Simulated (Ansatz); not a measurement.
Single points on the cluster CrO3⁻.

```yaml
crystal:
  periodic: [false, false, false]
  atoms:
    - {symbol: Cr, position_ang: [-0.003825, -0.000070, 0.000093]}
    - {symbol: O, position_ang: [0.017832, 1.123075, 1.188188]}
    - {symbol: O, position_ang: [0.066147, -1.589613, 0.376854]}
    - {symbol: O, position_ang: [-0.080153, 0.466619, -1.565136]}
basis:
  gaussian: {orbitals: def2-SVPD, initial_orbitals: start.molden}
total_charge: -1
magnetization: {spin_polarized: true, initial_magnetization: 1}
hamiltonian: {xc: pbe, dispersion: d4}
scf: {omitted_lower_state_checks: [starts]}
output: {orbitals: {seedname: orbitals}}
```

The file start.molden holds the orbitals of an earlier run on this structure, at another level or in another basis.

```sh
$ ansatz run in.yaml --threads 4 --pin off --events-out ev --progress --plain --max-ram 3916MiB
```

It prints (some lines left out):

```
Functional definition: PBE
950 factors; their error is unknown
mean field evaluation 1: about -34546.5017 eV, gradient 9.5e0 eV
mean field evaluation 2: about -34546.9235 eV, gradient 5.2e-1 eV
mean field evaluation 4: about -34546.8923 eV, gradient 5.7e-2 eV
mean field evaluation 8: about -34546.8923 eV, gradient 2.5e-5 eV
mean field -34546.89233831 eV, -1269.5748767081 hartree, gradient 2.5e-5 eV, S^2 0.765512; 0 other end points of the search recorded, 0 dependent functions left out
reference -34546.89238510 eV, -1269.5748784276 hartree; 25, 24 occupied and 78, 79 virtual orbitals, 950 factors
Total energy: -34546.99383808 eV, -1269.5786067561 hartree
Checks for a lower state left out: starts
```

Run time 0.95 s (4 threads of Intel Xeon Platinum 8488C on a shared host).

The first input with `gaussian: {orbitals: def2-TZVPD, initial_orbitals: start.molden}`, `hamiltonian: {xc: {name: CAM-B3LYP}, dispersion: d4}` (abridged; 3.9 s):

```
Functional definition: CAM-B3LYP
mean field -34567.40519005 eV, -1270.3287101057 hartree, gradient 3.2e-5 eV, S^2 0.799859
Total energy: -34567.49103898 eV, -1270.3318649954 hartree
Checks for a lower state left out: starts
```

As the first input, with `gaussian: {orbitals: def2-TZVPD, initial_orbitals: start.molden}`, `hamiltonian: {xc: pbe0, dispersion: d4}` (abridged; 2.6 s):

```
Functional definition: PBE0
mean field -34555.55013192 eV, -1269.8930447550 hartree, gradient 1.7e-5 eV, S^2 0.819986
Total energy: -34555.63471279 eV, -1269.8961530445 hartree
Checks for a lower state left out: starts
```

As the first input, with `gaussian: {orbitals: STO-3G}`, `hamiltonian: {xc: hf}` (abridged; 0.3 s):

```
Functional definition: HF
mean field evaluation 16: about -34119.2387 eV, gradient 1.0e0 eV
a density is far from that of the atoms, so the factors are made again for it
mean field evaluation 32: about -34119.2797 eV, gradient 2.7e-5 eV
mean field -34119.27973633 eV, -1253.8604034317 hartree, gradient 2.7e-5 eV, S^2 2.760367
Total energy: -34119.27973633 eV, -1253.8604034317 hartree
Checks for a lower state left out: starts
```

As the first input, with `gaussian: {orbitals: def2-TZVPD, initial_orbitals: start.molden}`, `hamiltonian: {xc: {text: "exchange = 0.95*pbe_x + 0.05*exact_x\ncorrelation = pbe_c"}}` (abridged; 2.2 s):

```
Functional definition: unnamed
mean field -34557.33438506 eV, -1269.9586148483 hartree, gradient 2.3e-5 eV, S^2 0.769735
Total energy: -34557.33442833 eV, -1269.9586164387 hartree
Checks for a lower state left out: starts
```

As the first input, with `gaussian: {orbitals: def2-TZVPD, initial_orbitals: start.molden}`, `hamiltonian: {xc: pbe}`, `correlation: {method: rpa}` and without the key `output` (abridged; 3.1 s):

```
Functional definition: PBE
mean field -34557.83084581 eV, -1269.9768594443 hartree, gradient 1.6e-6 eV, S^2 0.765112
8 core orbitals not correlated: weight in the atoms' cores, before any rotation towards them, 1.000 or more for the frozen orbitals, at most 0.000 for the correlated occupied ones
Total energy: -34549.73608582 eV, -1269.6793825015 hartree
Checks for a lower state left out: starts
```

The first input with `gaussian: {orbitals: def2-TZVPD, initial_orbitals: start.molden}`, `hamiltonian: {xc: r2scan, dispersion: d4}`, `output: {forces: true, orbitals: {seedname: orbitals}}` (abridged; 3 s):

```
Functional definition: r2SCAN
mean field -34565.85501413 eV, -1270.2717421911 hartree, gradient 2.4e-5 eV, S^2 0.781103
Total energy: -34565.87745262 eV, -1270.2725667905 hartree
Atom 0 force     0.005710    -0.000898     0.001023 eV/Å
Atom 1 force    -0.007369    -0.367685    -0.390618 eV/Å
Atom 2 force    -0.023195     0.521446    -0.124394 eV/Å
Atom 3 force     0.024854    -0.152863     0.513989 eV/Å
Dipole moment:    -0.004658    -0.000129     0.000189 e Å
Checks for a lower state left out: starts
```

Geometry: PBE-D4/def2-TZVPD.

Correlated methods freeze 8 core orbitals; core or outer-core shells of Cr are correlated, in sets that lack core-valence functions. At HF/STO-3G the charge -1 doublet is spin-contaminated (final ⟨S²⟩ up to 2.76, 0.75 for a pure state). At HF/STO-3G the highest occupied level of the charge -1 doublet lies above zero (up to 2.76 eV). In Hartree–Fock with STO-3G the lack of diffuse functions raises the level. The structure comes from a short search, and lower isomers may exist.
